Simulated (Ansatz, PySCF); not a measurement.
Pulling on the Ge1–H2 bond in GeH4 (SMILES [GeH4]) (multiplicity 1 held, fragments rigid). Energies count from the point at 1.536 Å.
Geometry at that point (charge 0, multiplicity 1):
```xyz
5

Ge     0.0000     0.0000     0.0000
H     -0.6159    -0.8821    -1.0960
H      0.5733    -0.8907     1.1121
H     -1.0824     0.9183     0.5865
H      1.1249     0.8545    -0.6025
```

Restricted levels (R-, RO-) in cc, def2 and unpolarised 6-31G sets keep to the state of the molecule at rest. U- levels take the lowest unrestricted solution at each point, which mixes spins at long bonds. Active spaces are followed from a long bond inwards. Curves can end on different states.

Correlated levels freeze the cores. Filled d and f shells under p-block atoms count as core. Rows in LANL2DZ carry no dispersion term and start afresh at each structure. LANL2DZ brings its own core potentials from Na on.

Programs: Ansatz (Gaussian basis) for Hartree–Fock, density functionals and correlated methods; PySCF for LANL2DZ rows. 

```tsv
level	energy at R = 4.915 Å (kcal/mol)
U-HF/LANL2DZ	66.94
R-HF/cc-pVTZ	165.35
U-PBE/cc-pVTZ	85.94
U-B3LYP/LANL2DZ	87.85
R-B3LYP/cc-pVTZ	124.11
R-wB97X-V/cc-pVTZ	[?]
R-SCS-MP2/cc-pVTZ	[?]
FIC-NEVPT4(SD) on CASSCF(2,2)/cc-pVTZ	87.75
FIC-MRCISD+Q on CASSCF(2,2)/cc-pVTZ	88.29
```

### Question
Fill in the missing entries.

### Answer

- R-wB97X-V/cc-pVTZ, energy at R = 4.915 Å (kcal/mol): 154.45
- R-SCS-MP2/cc-pVTZ, energy at R = 4.915 Å (kcal/mol): 112.45

Doubts at one or more of the structures used: a spin-contaminated determinant (U-HF/LANL2DZ, U-PBE/cc-pVTZ, U-B3LYP/LANL2DZ); a restricted determinant that unrestricted orbitals would lower (R-HF/cc-pVTZ, R-B3LYP/cc-pVTZ, R-wB97X-V/cc-pVTZ, R-SCS-MP2/cc-pVTZ).

Ansatz is a program for electronic structure.
